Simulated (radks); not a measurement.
Fractional charge and spin in the 5p shell of holmium: the spin-up occupation runs from 2 to 3 and the spin-down occupation from 2 to 3; the fullest corner is Ho2+, [Kr] 4d10 4f(up 5.5, down 5.5) 5s2 5p(up 3, down 3). Calculated with a radial shooting solver on a logarithmic mesh with Libxc functionals: scalar-relativistic Kohn-Sham, SCAN, spin-polarised, spherical densities, finite nucleus; meta-GGA in the generalised Kohn-Sham scheme; Fermi nuclear charge, rms radius of each element as measured or else 0.836 A^(1/3) + 0.57 fm. Energy (eV) minus the two flat planes that join the four corners (they meet along the diagonal where the two added fractions sum to one electron); zero is where a piecewise linear energy would lie.

\begin{tabular}{lrrr}
down \ up & 2 & 2.5 & 3 \\ \hline
2 & 0.000 & -1.691 & 0.000 \\
2.5 & -1.691 & 0.257 & -1.627 \\
3 & 0.000 & -1.627 & 0.000 \\
\end{tabular}

Corners above the fullest one (they belong to Ho3+ and the next ion): (up 3, down 2) 46.748 eV, (up 2, down 3) 46.748 eV, (up 2, down 2) 107.82 eV. With half an added electron in each spin the energy lies 0.257 eV from the planes, and with half an added electron in spin up alone -1.691 eV. The planes are only a guide here: the flat-plane condition holds for ground states with one frontier orbital, while this shell lies below other occupied shells, so the corners above the fullest one are inner-hole states and not the ground states of those ions.
